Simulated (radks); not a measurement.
Species: Pt II. Configuration: [Xe] 4f14 5d(up 4.875, down 4.125) (fractional occupations, a model configuration). Calculated with a radial shooting solver on a logarithmic mesh with Libxc functionals: scalar-relativistic Kohn-Sham, BLYP, spin-polarised, spherical densities, point nucleus.

Unscreened Slater integrals over Kohn-Sham orbitals (cm^-1). They are taken over the spin-up orbitals.

| integral | value |
|---|---|
| F0(5d,5d) | 121170 |
| F2(5d,5d) | 61434 |
| F4(5d,5d) | 40177 |
| F0(5d,5p) | 141910 |
| F2(5d,5p) | 67861 |
| G1(5d,5p) | 80315 |
| G3(5d,5p) | 49406 |
| F0(5d,4f) | 159730 |
| F2(5d,4f) | 35126 |
| F4(5d,4f) | 16059 |
| G1(5d,4f) | 11353 |
| G3(5d,4f) | 10596 |
| G5(5d,4f) | 8449.6 |
| F0(5p,5p) | 178780 |
| F2(5p,5p) | 96163 |
| F0(5p,4f) | 220570 |
| F2(5p,4f) | 68404 |
| G2(5p,4f) | 26471 |
| G4(5p,4f) | 22250 |
| F0(4f,4f) | 389300 |
| F2(4f,4f) | 192480 |
| F4(4f,4f) | 122380 |
| F6(4f,4f) | 88518 |

Derived for the open shells (J is the average intra-shell exchange parameter used in DFT+U). 5d: Racah B = F2/49 - 5 F4/441 = 798.2 cm^-1, C = 35 F4/441 = 3189 cm^-1, C/B = 3.99, F4/F2 = 0.654, J = (F2 + F4)/14 = 7258 cm^-1.
